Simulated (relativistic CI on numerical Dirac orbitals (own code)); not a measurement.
Level scheme of Os⁷⁺

These numbers are calculated, not measured: Dirac-Coulomb-Breit CI, KLI orbitals optimised for each configuration, QED by a radiative potential, valence Slater integrals scaled by 0.9, P86 correlation estimate, and configurations built on the next ion tied to the tabulated ionisation energy (semi-empirical) (own radial code, finite nucleus).

CI space (outside the closed core [Kr] 4d10): 4f¹⁴5s²5p⁶5d, 4f¹⁴5s²5p⁶6s, 4f¹⁴5s²5p⁶6p, 4f¹⁴5s²5p⁶6d, 4f¹⁴5s²5p⁶7s, 4f¹⁴5s²5p⁶5f, 4f¹⁴5s²5p⁶6f, 4f¹⁴5s²5p⁵5d², 4f¹⁴5s²5p⁶5g, 4f¹⁴5s²5p⁴5d³, 4f¹²5s²5p⁶5d³, 4f¹⁴5s5p⁶5d², 4f¹⁴5s²5p⁵5d5f, 4f¹⁴5s²5p⁶7p, 4f¹³5s²5p⁶5d², 4f¹⁴5s²5p⁵6s², 4f¹⁴5s²5p⁶7d, 4f¹⁴5s²5p⁵5d6s, 4f¹³5s²5p⁶6s², 4f¹⁴5s²5p⁵5d5g, 4f¹⁴5s²5p⁵6s6p, 4f¹⁴5s²5p⁶7f, 4f¹³5s²5p⁶5d6s, 4f¹³5s²5p⁶6s6p. Levels of other configurations are missing.

The lowest level is 4f¹⁴5s²5p⁶5d ²D3/2, with 98 % of that term; Hund's rules for 4f¹⁴5s²5p⁶5d give ²D with J = 3/2, in agreement.

```
No.   Configuration  Term     J  E (cm⁻¹)    %    Next component (%)              jj configuration (%)
  1    4f¹⁴5s²5p⁶5d    ²D   3/2         0   98    1 4f¹⁴5s²5p⁴5d³ ²D                        5d3/2 (98)
  2    4f¹⁴5s²5p⁶5d    ²D   5/2     13030   98    1 4f¹⁴5s²5p⁴5d³ ²D                        5d5/2 (98)
  3    4f¹⁴5s²5p⁶6s    ²S   1/2    160899  100                                                6s (100)
  4    4f¹⁴5s²5p⁶6p   ²P°   1/2    244695   99                                              6p1/2 (99)
  5    4f¹⁴5s²5p⁶6p   ²P°   3/2    271396   99                                              6p3/2 (99)
  6    4f¹⁴5s²5p⁶5f   ²F°   5/2    362048   88  11 4f¹⁴5s²5p⁵5d² ²F°                        5f5/2 (88)
  7    4f¹⁴5s²5p⁶5f   ²F°   7/2    364381   90   9 4f¹⁴5s²5p⁵5d² ²F°                        5f7/2 (90)
  8     5p⁵5d²(3F)‡   ⁴D°   1/2    374452   94                 5 ²P°              5p3/2^3 5d3/2^2 (76)
  9     5p⁵5d²(3F)‡   ⁴D°   3/2    376444   72                15 ⁴F°              5p3/2^3 5d3/2^2 (78)
 10     5p⁵5d²(3F)‡   ⁴D°   5/2    382564   57                31 ⁴F°          5p3/2^3 5d3/2 5d5/2 (60)
 11     5p⁵5d²(3F)‡   ⁴F°   7/2    389771   38                29 ⁴G°          5p3/2^3 5d3/2 5d5/2 (59)
 12     5p⁵5d²(3P)‡   ⁴P°   5/2    390701   27                23 ²F°              5p3/2^3 5d3/2^2 (53)
 13     5p⁵5d²(3P)‡   ⁴D°   7/2    394995   43                21 ²F°              5p3/2^3 5d3/2^2 (55)
 14     5p⁵5d²(3F)‡   ⁴G°   9/2    395244   72                18 ⁴F°          5p3/2^3 5d3/2 5d5/2 (95)
 15     5p⁵5d²(3F)‡   ⁴G°  11/2    399289   90                10 ²H°          5p3/2^3 5d3/2 5d5/2 (50)
 16    4f¹⁴5s²5p⁶6d    ²D   3/2    399396  100                                             6d3/2 (100)
 17     5p⁵5d²(3P)‡   ⁴P°   5/2    399888   44                32 ²F°          5p3/2^3 5d3/2 5d5/2 (90)
 18     5p⁵5d²(1D)‡   ²D°   3/2    399929   28                28 ²P°          5p3/2^3 5d3/2 5d5/2 (71)
 19     5p⁵5d²(3P)‡   ⁴P°   3/2    402368   34                21 ²D°              5p3/2^3 5d3/2^2 (64)
 20    4f¹⁴5s²5p⁶6d    ²D   5/2    403853  100                                             6d5/2 (100)
 21     5p⁵5d²(3F)‡   ²G°   7/2    408034   48                28 ²F°          5p3/2^3 5d3/2 5d5/2 (91)
 22     5p⁵5d²(3P)‡   ⁴P°   1/2    410337   39                33 ²P°          5p3/2^3 5d3/2 5d5/2 (91)
 23     5p⁵5d²(1D)‡   ²D°   5/2    412642   56                22 ²F°              5p3/2^3 5d5/2^2 (78)
 24     5p⁵5d²(3F)‡   ⁴F°   9/2    415479   58                38 ²G°              5p3/2^3 5d5/2^2 (65)
 25     5p⁵5d²(1D)‡   ²F°   7/2    416411   43                35 ⁴D°          5p3/2^3 5d3/2 5d5/2 (90)
 26     5p⁵5d²(1G)‡   ²H°  11/2    416708   89                10 ⁴G°              5p3/2^3 5d5/2^2 (50)
 27     5p⁵5d²(3P)‡   ²D°   3/2    420913   30                19 ²P°          5p3/2^3 5d3/2 5d5/2 (85)
 28     5p⁵5d²(3P)‡   ⁴D°   5/2    421592   38                36 ²D°          5p3/2^3 5d3/2 5d5/2 (79)
 29     5p⁵5d²(1D)‡   ²F°   7/2    426157   58                28 ⁴D°              5p3/2^3 5d5/2^2 (83)
 30     5p⁵5d²(1D)‡   ²P°   1/2    427158   57                20 ²S°              5p3/2^3 5d5/2^2 (92)
 31     5p⁵5d²(1G)‡   ²G°   9/2    430935   63                35 ²H°          5p3/2^3 5d3/2 5d5/2 (68)
 32     5p⁵5d²(3P)‡   ²D°   3/2    441295   42                24 ⁴F°          5p3/2^3 5d3/2 5d5/2 (62)
 33    4f¹⁴5s²5p⁶7s    ²S   1/2    441822  100                                                7s (100)
 34     5p⁵5d²(1G)‡   ²F°   5/2    448273   42                21 ⁴G°          5p3/2^3 5d3/2 5d5/2 (41)
 35     5p⁵5d²(1S)‡   ²P°   3/2    454325   61                22 ²D°              5p3/2^3 5d5/2^2 (84)
 36     5p⁵5d²(1G)‡   ²G°   7/2    454813   43                24 ⁴D°              5p3/2^3 5d5/2^2 (64)
 37     5p⁵5d²(3P)‡   ²P°   1/2    463425   41                33 ⁴D°          5p3/2^3 5d3/2 5d5/2 (56)
 38     5p⁵5d²(3F)‡   ⁴F°   5/2    465160   21                20 ²D°              5p3/2^3 5d5/2^2 (36)
 39     5p⁵5d²(1S)‡   ²P°   3/2    469358   40                27 ⁴S°              5p3/2^3 5d5/2^2 (60)
 40    4f¹³5d²(3F)‡   ⁴F°   7/2    478172   40                24 ²F°              4f7/2^7 5d3/2^2 (91)
 41    4f¹³5d²(3F)‡   ⁴D°   5/2    479111   38                25 ⁴F°              4f7/2^7 5d3/2^2 (81)
 42    4f¹³5d²(3F)‡   ⁴P°   3/2    479950   37                31 ⁴D°              4f7/2^7 5d3/2^2 (84)
 43    4f¹⁴5s²5p⁶7p   ²P°   1/2    480268   96   1 4f¹³5s²5p⁶5d² ²P°                        7p1/2 (96)
 44    4f¹³5d²(3F)‡   ²I°  11/2    481355   45                34 ⁴I°              4f7/2^7 5d3/2^2 (91)
 45    4f¹³5d²(3F)‡   ⁴H°   9/2    482815   32                21 ²H°              4f7/2^7 5d3/2^2 (92)
 46    4f¹³5d²(3P)‡   ⁴F°   9/2    489624   75                11 ⁴G°          4f7/2^7 5d3/2 5d5/2 (86)
 47    4f¹³5d²(3F)‡   ⁴D°   1/2    490718   37                36 ⁴P°          4f7/2^7 5d3/2 5d5/2 (94)
 48    4f¹³5d²(3F)‡   ⁴I°  13/2    491277   67                22 ²I°         4f7/2^7 5d3/2 5d5/2 (100)
 49    4f¹³5d²(3F)‡   ⁴D°   7/2    491305   36                27 ²G°          4f7/2^7 5d3/2 5d5/2 (88)
 50    4f¹⁴5s²5p⁶7p   ²P°   3/2    492048   89   3 4f¹³5s²5p⁶5d² ⁴S°                        7p3/2 (89)
 51    4f¹³5d²(3F)‡   ⁴P°   5/2    492237   29                17 ²F°          4f7/2^7 5d3/2 5d5/2 (81)
 52    4f¹³5d²(3F)‡   ⁴S°   3/2    492708   23                18 ⁴F°          4f7/2^7 5d3/2 5d5/2 (81)
 53    4f¹³5d²(3F)‡   ⁴H°  11/2    493665   53                23 ⁴G°          4f7/2^7 5d3/2 5d5/2 (99)
 54  4f¹³5s²5p⁶5d²‡   ²F°   7/2    495617   31                20 ⁴F°          4f7/2^7 5d3/2 5d5/2 (69)
 55    4f¹³5d²(1G)‡   ²P°   1/2    497535   45                26 ²S°          4f7/2^7 5d3/2 5d5/2 (56)
 56    4f¹³5d²(3F)‡   ⁴I°  15/2    497695   70                30 ²K°          4f7/2^7 5d3/2 5d5/2 (75)
 57    4f¹³5d²(3F)‡   ⁴G°   9/2    497968   22                21 ²G°          4f7/2^7 5d3/2 5d5/2 (79)
 58    4f¹³5d²(1G)‡   ²D°   5/2    498637   38                16 ²F°          4f7/2^7 5d3/2 5d5/2 (62)
 59    4f¹³5d²(3F)‡   ²P°   3/2    499066   48                30 ⁴F°          4f7/2^7 5d3/2 5d5/2 (55)
 60    4f¹³5d²(3P)‡   ⁴G°  11/2    500821   52                34 ²H°          4f7/2^7 5d3/2 5d5/2 (76)
 61    4f¹³5d²(3F)‡   ²D°   5/2    501032   26  17 4f¹⁴5s²5p⁵5d² ²F°      4f5/2^5 4f7/2^8 5d3/2^2 (41)
 62    4f¹³5d²(3P)‡   ²G°   7/2    501267   49                14 ⁴H°              4f7/2^7 5d3/2^2 (36)
 63    4f¹³5d²(3F)‡   ⁴H°  13/2    502216   74                22 ²I°              4f7/2^7 5d5/2^2 (53)
 64    4f¹³5d²(3F)‡   ⁴I°   9/2    502450   59                37 ²H°      4f5/2^5 4f7/2^8 5d3/2^2 (78)
 65    4f¹³5d²(3F)‡   ²F°   5/2    503152   45                28 ⁴F°          4f7/2^7 5d3/2 5d5/2 (69)
 66    4f¹³5d²(3F)‡   ⁴H°   7/2    503790   17                16 ²G°      4f5/2^5 4f7/2^8 5d3/2^2 (40)
 67    4f¹³5d²(3F)‡   ⁴P°   1/2    504535   46                21 ²P°              4f7/2^7 5d5/2^2 (40)
 68    4f¹³5d²(3F)‡   ⁴F°   9/2    505608   48                36 ²G°          4f7/2^7 5d3/2 5d5/2 (60)
 69    4f¹³5d²(3F)‡   ⁴H°   7/2    506003   21                16 ²F°          4f7/2^7 5d3/2 5d5/2 (32)
 70    4f¹³5d²(3F)‡   ⁴F°   3/2    506305   28                27 ²D°  4f5/2^5 4f7/2^8 5d3/2 5d5/2 (38)
```

Energies count from the lowest computed level; ° marks odd parity. Percentages are summed over parent terms; the parents shown are those of the largest component, closed shells are left out there. Filled j subshells are mostly left out of the jj labels. ‡ marks configurations that were not tied to measured data.

The mean weight of the leading LS term, summed over parents, in these 70 levels is 55 %, and that of the leading jj configuration (from the same eigenvectors) 74 %, so jj coupling describes them better and the LS labels are nominal.

Configurations that consist of the next ion and one excited electron were tied to the tabulated ionisation energy; Rydberg ones are usually within 1,000 to 3,000 cm⁻¹ and the lowest ones within about 6,000 (9,000 in d shells), while levels on excited terms of the next ion carry the error of that term, and the other configurations can be misplaced by 10,000 cm⁻¹ or more. Rates follow the energies as ν³ (E1, M1) or ν⁵ (E2), so rates, branching and lifetimes can be off by large factors. Levels and lines within the n = 5 or 6 shells can be off by up to 10 % or somewhat more, and those that change n by about 2 %, since core polarisation is missing. Levels that differ in their count of f electrons can be misplaced by several ten thousand cm⁻¹, since the correlation energy of f electrons is missing or only estimated; rates across such gaps can be off by orders of magnitude.

LS names give the leading component of a level, which can be under half, so a name can repeat, a term be missing and a line seem to break the LS rules.
